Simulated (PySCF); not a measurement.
PySCF 2.14 output of an unrestricted BHandHLYP calculation on a single atom or ion in def2-QZVPPD, with the non-relativistic Hamiltonian (point nucleus):

```
SCF conv_tol = 1e-09
number electrons alpha = 15  beta = 13
    A. D. Becke.,  J. Chem. Phys. 98, 1372 (1993)
    Defined through Gaussian implementation.
cycle= 1 E= -1640.11142278508  delta_E= -0.00839  |g|= 0.0815  |ddm|= 0.183
cycle= 2 E= -1640.11079943031  delta_E= 0.000623  |g|= 0.107  |ddm|= 0.101
cycle= 3 E= -1640.11244124262  delta_E= -0.00164  |g|= 0.00237  |ddm|= 0.0306
cycle= 4 E= -1640.11244375472  delta_E= -2.51e-06  |g|= 0.000573  |ddm|= 0.009
cycle= 5 E= -1640.11244388332  delta_E= -1.29e-07  |g|= 5.66e-05  |ddm|= 0.00193
cycle= 6 E= -1640.11244388793  delta_E= -4.61e-09  |g|= 1.67e-05  |ddm|= 0.00021
cycle= 7 E= -1640.1124438885  delta_E= -5.66e-10  |g|= 2.32e-06  |ddm|= 6.29e-05
converged SCF energy = -1640.1124438885  <S^2> = 2.0004298  2S+1 = 3.0002865
```

The run itself started from symmetry-adapted Hartree-Fock orbitals and held the occupation by maximum overlap, on a logarithmic radial grid, so the iterations belong to that start.

Problem. Which element, charge and spin multiplicity is this?

Solution. Cu⁺ (copper, charge +1), multiplicity 3; the state was [Ar] 3d9 4s1, high-spin 3D determinant (an excited configuration).
